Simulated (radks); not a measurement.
Task: These are the eigenvalues of the occupied orbitals of an atom or ion with whole-number occupations (hartree). All-electron calculation, scalar-relativistic Kohn-Sham, BLYP, spin-polarised, spherical densities, finite nucleus; Fermi nuclear charge, rms radius of each element as measured or else 0.836 A^(1/3) + 0.57 fm. Program: a radial shooting solver on a logarithmic mesh with Libxc functionals.

| orbital | eigenvalue |
|---|---|
| 1s up | -330.0748 |
| 1s down | -330.0746 |
| 2s up | -43.94250 |
| 2s down | -43.79171 |
| 2p up | -38.57891 |
| 2p down | -38.46494 |
| 3s up | -8.78274 |
| 3s down | -8.50391 |
| 3p up | -7.17751 |
| 3p down | -6.90347 |
| 3d up | -4.58380 |

Which element is it, and in what charge state? The configuration may be excited. Open shells, if any, are filled with parallel spins first.

Result: Z = 29, copper, charge +6: Cu6+ in [Ar] 3d5. The list shows which subshells hold electrons but not how many an open one holds; the 1s level, -330.07 hartree, gives Z - s = 25.7 by -(Z - s)^2/2, which with screening and relativity narrows Z to a few neighbours, and the depths of the outer levels then fix element, charge and occupations together.
